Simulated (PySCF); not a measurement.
PbBr2, SMILES [Br][Pb][Br] (connectivity only; charge and spin as stated), neutral, multiplicity 1.

The structure is a stationary point at r2SCAN-D4/def2-SVP. The isomer is the one that the SMILES or the coordinates give; other isomers of the formula were not compared. The def2 effective core potentials stand for the cores of Pb; spin–orbit coupling is left out.

Two levels are set side by side: TDDFT-PBE/def2-SVPD (PySCF) and TDDFT-LC-ωPBE/def2-SVPD (PySCF). Vertical, same geometry. The lowest singlet is HOMO→LUMO 100 % with PBE and HOMO→LUMO 97 % with the other functional; states are paired by order. Differences are taken from unrounded values.

| quantity | TDDFT-LC-ωPBE | TDDFT-PBE | TDDFT-PBE minus TDDFT-LC-ωPBE |
|---|---|---|---|
| lowest singlet excitation (eV) | 3.77 | 2.85 | -0.93 |
| lowest triplet excitation (TDA) (eV) | 3.13 | 2.72 | -0.41 |

Functionals without exact exchange tend to place singlet excitations lower, as here. Differences between two approximate levels are no errors against the true value.

Rough cost on one machine, each run with all the roots and properties that it gave: TDDFT-LC-ωPBE against TDDFT-PBE about 3 times.
